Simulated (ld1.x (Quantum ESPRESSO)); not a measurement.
# Sn (Z = 50): one change to a TM potential, before and after

Sn, norm-conserving Troullier–Martins (Kleinman–Bylander form), made with ld1.x (Quantum ESPRESSO) 7.5 (LDA (PZ), scalar-relativistic). Core [Kr] 4d10, reference 5s1 5p3. Waves: 5s (bound): rc 1.75 bohr; 5p (bound): rc 2.75 bohr; 5d channel at -0.05 Ry: rc 2.25 bohr. Local part: the d channel. Core correction: none.

Change: wave 5d channel at -0.05 Ry: rc 2.25 bohr becomes 5d channel at 5 Ry: rc 2.25 bohr.

Cutoffs: the cutoffs (Ry, on a coarse ladder) from which the occupation-weighted sum of valence levels, in a spherical-Bessel basis at the reference potential, stays within 10 and 1 mRy of its value at 400 Ry; they do not see the model core or the augmentation charge, which bear on the density cutoff. Errors are all-electron minus pseudo energies relative to the spin-unpolarised reference configuration.

**Question.** What does the change do?

**Answer.** The potential gets harder (12 Ry and 35 Ry → 18 Ry and 50 Ry); the bound ghosts move from p, s to d, f, p, s; the number of tests that count goes from 8 to 9; of the 8 tests that both files solve, the error grows in 1 and shrinks in 5 by more than 15 % and 0.3 meV (median size 19.4 → 14.8 meV); the range in which the p phases agree narrows (upper end 2.8 → 1.2); the range in which the d phases agree widens (upper end 0.3 → at the end of the scan).

```csv
quantity,base,changed
"cutoff, loose",12 Ry,18 Ry
"cutoff, tight",35 Ry,50 Ry
loose cutoff by channel (10 mRy a level),"s 10 Ry, p 12 Ry","s 18 Ry, p 8 Ry"
bound ghosts,"s, p","s, p, d (extra level of the local part), f"
"tests counted (converged, no solver errors)",8 of 9,9 of 9
"error for 5s2 5p2, meV [ΔE -7.07 eV]",+17,+9.4
"error for 5s2 5p1, meV [ΔE 0.02 eV]",+20,+13
"error for 5s2 5p0, meV [ΔE 14.29 eV]",+64,-14
"error for 5s2 5p2.3, meV [ΔE -7.97 eV]",+17,+2.3
"error for 5s0 5p4, meV [ΔE 7.33 eV]",+19,+16
"error for 5s1 5p2, meV [ΔE 7.76 eV]",+4.7,-16
"error for 5s1 5p3 (spin-polarised), meV [ΔE -2.09 eV]",+849,+849
"error for 5s2 5p2 (spin-polarised), meV [ΔE -7.55 eV]",+95,+86
s: phases at 2.99 bohr within 0.05 rad from the reference energy up to (Ry; the scan ends near 5),0.1,0.1
p: phases at 2.99 bohr within 0.05 rad from the reference energy up to (Ry; the scan ends near 5),2.8,1.2
d: phases at 2.99 bohr within 0.05 rad from the reference energy up to (Ry; the scan ends near 5),0.3,to the end of the scan
```

Base: Tests not counted: 5s1 5p0 (solver errors, printed error -2.4 eV). A true bound ghost makes a file unfit for plane-wave use even where its test errors are small: the radial tests pick states by their node count and pass the ghost by. Where a test does run into it, the solver fails or the error is huge.
